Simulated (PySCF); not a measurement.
# Radial density of B²⁺ (boron, charge +2)

UHF, [He] 2s1, 2S determinant. Computed with PySCF 2.14 in pcseg-2 (4s3p2d1f, 30 functions), with the non-relativistic Hamiltonian (point nucleus).

| r (bohr) | 4πr²ρ (e/bohr) | 4πr²(ρα − ρβ) |
| --- | --- | --- |
| 0.00646 | 0.03514 | 0.0010 |
| 0.0109 | 0.09554 | 0.0027 |
| 0.0183 | 0.2500 | 0.0069 |
| 0.0308 | 0.6255 | 0.0172 |
| 0.0517 | 1.434 | 0.0390 |
| 0.0870 | 2.864 | 0.0757 |
| 0.146 | 4.528 | 0.1107 |
| 0.246 | 4.908 | 0.0909 |
| 0.414 | 2.883 | 0.0063 |
| 0.697 | 0.7947 | 0.1483 |
| 1.17 | 0.6507 | 0.6238 |
| 1.97 | 0.4573 | 0.4572 |
| 3.31 | 0.04160 | 0.0416 |
| 5.58 | 9.835e-05 | 0.0001 |
